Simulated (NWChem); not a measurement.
System: ZnH$_{2}$O$_{2}$ cation, doublet; SMILES of the neutral closed-shell parent [OH][Zn][OH]

Here is an NWChem input.

```
start job
memory heap 200 mb stack 900 mb global 1100 mb
charge 1
geometry units angstroms noautoz
  Zn     0.000000     0.000000    -0.251414
  O     -1.796569     0.000000    -0.423530
  H     -2.384198     0.000000     0.370405
  O      1.796569     0.000000    -0.423530
  H      2.384198     0.000000     0.370405
end
basis spherical
  * library def2-svp
end
dft
  odft
  mult 2
  xc scan
  iterations 150
  mulliken
end
task dft energy
```

Output (shortened):

```
             Northwest Computational Chemistry Package (NWChem) 7.3.0
             --------------------------------------------------------

 C2V symmetry detected

                             Geometry "geometry" -> ""
                             -------------------------

 Output coordinates in angstroms (scale by  1.889725989 to convert to a.u.)

  No.       Tag          Charge          X              Y              Z
 ---- ---------------- ---------- -------------- -------------- --------------
    1 Zn                  30.0000     0.00000000     0.00000000     0.03146288
    2 O                    8.0000    -1.79656900     0.00000000    -0.14065313
    3 H                    1.0000    -2.38419800     0.00000000     0.65328188
    4 O                    8.0000     1.79656900     0.00000000    -0.14065313
    5 H                    1.0000     2.38419800     0.00000000     0.65328188

 Effective nuclear repulsion energy (a.u.)     173.7231500783

      Symmetry information
      --------------------

 Group name             C2v
 Group number             16
 Group order               4
 No. of unique centers     3

                                 NWChem DFT Module
                                 -----------------

 Summary of "ao basis" -> "ao basis" (spherical)
 ------------------------------------------------------------------------------
       Tag                 Description            Shells   Functions and Types
 ---------------- ------------------------------  ------  ---------------------
 Zn                         def2-svp                11       31   5s3p2d1f
 O                          def2-svp                 6       14   3s2p1d
 H                          def2-svp                 3        5   2s1p

      Symmetry analysis of basis
      --------------------------

        a1         28
        a2          8
        b1         21
        b2         12

            General Information
            -------------------
          SCF calculation type: DFT
          Wavefunction type:  spin polarized.
          No. of atoms     :     5
          No. of electrons :    47
           Alpha electrons :    24
            Beta electrons :    23
          Charge           :     1
          Spin multiplicity:     2
          Use of symmetry is: on ; symmetry adaption is: on
          Maximum number of iterations: 150
          AO basis - number of functions:    69
                     number of shells:    29
          Convergence on energy requested:  1.00D-06
          Convergence on density requested:  1.00D-05
          Convergence on gradient requested:  5.00D-04

              XC Information
              --------------
                         SCAN Method XC Functional
                  SCAN metaGGA Exchange Functional  1.000
                        SCAN Correlation Potential  1.000

             Grid Information
             ----------------
          Grid used for XC integration:  medium
          Radial quadrature: Mura-Knowles
          Angular quadrature: Lebedev.
          Tag              B.-S. Rad. Rad. Pts. Rad. Cut. Ang. Pts.
          ---              ---------- --------- --------- ---------
          Zn                  1.35      112           8.0       590
          O                   0.60       49          11.0       434
          H                   0.35       45          12.0       434
          Grid pruning is: on
          Number of quadrature shells:   206
          Spatial weights used:  Erf1

      Superposition of Atomic Density Guess
      -------------------------------------

 Sum of atomic energies:       -1927.94234568

 Renormalizing density from      48.00 to     47

      Non-variational initial energy
      ------------------------------

 Total energy =   -1903.501954
 1-e energy   =   -2974.076395
 2-e energy   =     896.851291
 HOMO         =      -0.793604
 LUMO         =      -0.426810

   Symmetry analysis of molecular orbitals - initial alpha
   -------------------------------------------------------

  Numbering of irreducible representations:

     1 a1          2 a2          3 b1          4 b2

  Orbital symmetries:

     1 a1          2 a1          3 b1          4 a1          5 b2
     6 a1          7 b1          8 a1          9 b1         10 a1
    11 b2         12 a1         13 b1         14 b1         15 a2
    16 a1         17 b2         18 a1         19 a1         20 b1
    21 a1         22 b1         23 b2         24 a2         25 a1
    26 a1         27 b2         28 b1         29 a1         30 a1
    31 b1         32 b1         33 a1         34 b1

   Symmetry analysis of molecular orbitals - initial beta
   ------------------------------------------------------

  Numbering of irreducible representations:

     1 a1          2 a2          3 b1          4 b2

  Orbital symmetries:

     1 a1          2 a1          3 b1          4 a1          5 b2
     6 a1          7 b1          8 a1          9 b1         10 a1
    11 b2         12 a1         13 b1         14 b1         15 a2
    16 a1         17 b2         18 a1         19 a1         20 b1
    21 a1         22 b1         23 b2         24 a2         25 a1
    26 a1         27 b2         28 b1         29 a1         30 a1
    31 b1         32 b1         33 a1         34 b1

     ---------------------------------------------
      Total Density - Mulliken Population Analysis
     ---------------------------------------------

    Atom       Charge   Shell Charges
 -----------   ------   -------------------------------------------------------
    1 Zn  30    28.74   2.00  2.00  2.01  0.51 -0.02  6.00  6.02  0.21  8.71  1.31  0.00
    2 O    8     8.57   1.99  1.16  0.65  3.00  1.77  0.00
    3 H    1     0.56   0.46  0.05  0.05
    4 O    8     8.57   1.99  1.16  0.65  3.00  1.77  0.00
    5 H    1     0.56   0.46  0.05  0.05

     --------------------------------------------
      Spin Density - Mulliken Population Analysis
     --------------------------------------------

    Atom       Charge   Shell Charges
 -----------   ------   -------------------------------------------------------
    1 Zn  30     0.01   0.00  0.00  0.00  0.00  0.00  0.00  0.00  0.00  0.01  0.00  0.00
    2 O    8     0.49   0.00  0.00  0.00  0.31  0.19  0.00
    3 H    1     0.00   0.00  0.00  0.00
    4 O    8     0.49   0.00  0.00  0.00  0.31  0.19  0.00
    5 H    1     0.00   0.00  0.00  0.00

   convergence    iter        energy       DeltaE   RMS-Dens  Diis-err
 ---------------- ----- ----------------- --------- --------- ---------
 d= 0,ls=0.0,diis     1  -1930.0625812706 -2.10D+03  1.96D-02  1.25D+00
                                                     2.34D-02  1.26D+00
 d= 0,ls=0.0,diis     2  -1927.5500679468  2.51D+00  1.45D-02  1.16D+01
                                                     1.88D-02  1.06D+01
 d= 0,ls=0.0,diis     3  -1930.3029240877 -2.75D+00  6.88D-03  3.17D-01
                                                     6.97D-03  2.78D-01
 d= 0,ls=0.0,diis     4  -1930.4113639239 -1.08D-01  1.39D-03  4.28D-02
                                                     1.72D-03  4.51D-02
 d= 0,ls=0.0,diis     5  -1930.4286269223 -1.73D-02  1.63D-04  1.48D-04
                                                     2.62D-04  1.87D-04
  Resetting Diis
 d= 0,ls=0.0,diis     6  -1930.4287253550 -9.84D-05  5.85D-05  1.42D-05
                                                     3.72D-05  1.23D-05
 d= 0,ls=0.0,diis     7  -1930.4287327624 -7.41D-06  2.52D-05  1.38D-06
                                                     1.14D-05  6.41D-07
 d= 0,ls=0.0,diis     8  -1930.4287328578 -9.54D-08  8.76D-06  1.76D-06
                                                     1.36D-05  2.32D-06
 d= 0,ls=0.0,diis     9  -1930.4287335100 -6.52D-07  6.62D-06  1.61D-07
                                                     3.87D-06  9.13D-08

         Total DFT energy =    -1930.428733509977
      One electron energy =    -3023.353076434559
           Coulomb energy =     1008.025726178292
    Exchange-Corr. energy =      -88.824533331993
 Nuclear repulsion energy =      173.723150078284

 Numeric. integr. density =       47.000003053834

                  Occupations of the irreducible representations
                  ----------------------------------------------

                     irrep           alpha         beta
                     --------     --------     --------
                     a1               11.0         11.0
                     a2                2.0          1.0
                     b1                7.0          7.0
                     b2                4.0          4.0

                    DFT Final Alpha Molecular Orbital Analysis
                    ------------------------------------------

 Vector   22  Occ=1.000000D+00  E=-5.646004D-01  Symmetry=a1
              MO Center= -3.2D-13,  5.5D-16, -4.4D-02, r^2= 3.4D+00
   Bfn.  Coefficient  Atom+Function         Bfn.  Coefficient  Atom+Function
  ----- ------------  ---------------      ----- ------------  ---------------
     4      0.441248  1 Zn s                 37      0.301343  2 O  pz
    56      0.301343  4 O  pz                35      0.244491  2 O  px
    54     -0.244491  4 O  px                 3     -0.214984  1 Zn s
    40      0.203738  2 O  pz                59      0.203738  4 O  pz
    19     -0.197107  1 Zn d  2              38      0.159448  2 O  px

 Vector   23  Occ=1.000000D+00  E=-5.631780D-01  Symmetry=a2
              MO Center=  3.3D-13,  1.7D-15, -1.1D-01, r^2= 3.6D+00
   Bfn.  Coefficient  Atom+Function         Bfn.  Coefficient  Atom+Function
  ----- ------------  ---------------      ----- ------------  ---------------
    36      0.461423  2 O  py                55     -0.461423  4 O  py
    39      0.320359  2 O  py                58     -0.320359  4 O  py
    15      0.259884  1 Zn d -2              20      0.066354  1 Zn d -2

[...]
```

Level: SCAN/def2-SVP, spin-unrestricted. In the optimisation the excess spin sits in a2 (C2v, its own frame). Structure relaxed at the PBE-D3(BJ)/def2-SVP, spin-unrestricted level. The spin multiplicity was typed, not searched, and may not be the lowest. No stability test was run on the SCF state.
